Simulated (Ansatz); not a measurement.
`CB[SiH2]C` + `O[SiH]([SiH3])S` → `CO[SiH]([SiH3])S` + `CB[SiH3]`  (substitution at a C–Si bond)

Program: Ansatz. Geometries: PBE0-D4/def2-TZVP. ΔE: electronic, gas phase. CCSD(T)/CBS is the MP2 limit (def2-TZVPP, def2-QZVPP) plus CCSD(T) − MP2 in def2-TZVPP, frozen cores. Functionals use def2-TZVPP. B3LYP here is the variant with VWN-RPA as its local correlation; programs differ in this. Each species was taken in one conformer, which may not be the lowest.

`CB[SiH2]C`:

Cartesian coordinates in Å:
```
C -0.888 -1.661 0.659
B 0.124 -0.628 1.223
Si 0.797 0.988 0.218
C 0.079 1.206 -1.504
H -1.519 -2.138 1.414
H -1.495 -1.334 -0.187
H -0.237 -2.469 0.279
H 0.586 -0.830 2.315
H 2.288 0.919 0.130
H 0.485 2.199 1.041
H -1.010 1.297 -1.462
H 0.472 2.102 -1.988
H 0.318 0.348 -2.138
```

`O[SiH]([SiH3])S`:

```xyz
10

O    -1.927   -0.018    0.028
Si   -0.370    0.517   -0.017
Si    0.952   -1.248    0.751
S     0.278    1.024   -2.001
H    -2.587    0.495   -0.443
H    -0.207    1.763    0.781
H     2.336   -0.753    0.973
H     0.981   -2.328   -0.270
H     0.420   -1.797    2.027
H     0.124    2.346   -1.829
```

`CO[SiH]([SiH3])S`:

Cartesian coordinates in Å:
```
C 1.502 -1.145 1.402
O 0.542 -0.931 0.389
Si -0.374 0.427 0.281
Si -1.741 0.145 -1.588
S 0.784 2.221 0.106
H 1.043 -1.118 2.396
H 2.294 -0.391 1.360
H 1.943 -2.131 1.247
H -1.111 0.665 1.554
H -2.731 1.253 -1.640
H -0.896 0.198 -2.812
H -2.463 -1.155 -1.551
H 1.208 1.962 -1.143
```

`CB[SiH3]`:

```xyz
10

C    -0.328   -1.419   -0.611
B     0.591   -0.209   -0.307
Si    0.000    1.451    0.678
H    -0.123   -2.099    0.237
H    -0.060   -1.985   -1.506
H    -1.401   -1.226   -0.589
H     1.744   -0.265   -0.639
H     0.940    1.802    1.780
H    -1.374    1.361    1.250
H     0.012    2.589   -0.291
```

```json
{"level": "B3LYP-D4", "ΔE (kJ/mol)": "76.7"}
{"level": "ωB97M-V", "ΔE (kJ/mol)": "83.8"}
{"level": "CCSD/def2-TZVPP", "ΔE (kJ/mol)": "81.3"}
{"level": "CCSD(T)/def2-TZVPP", "ΔE (kJ/mol)": "81.6"}
```

**Question.** What does CCSD(T)/CBS give? (An estimate is asked.)

**Answer.** The calculation gave: +85.9 kJ/mol. The listed levels differ from it by -9.2, -2.1, -4.6, -4.3 kJ/mol.

Largest T1 diagnostic among the species: 0.012.

In def2-TZVPP, CCSD(T) changes the Hartree–Fock value by +10.3 kJ/mol (the triples alone add +0.3 kJ/mol) and MP2 by +16.9 kJ/mol.
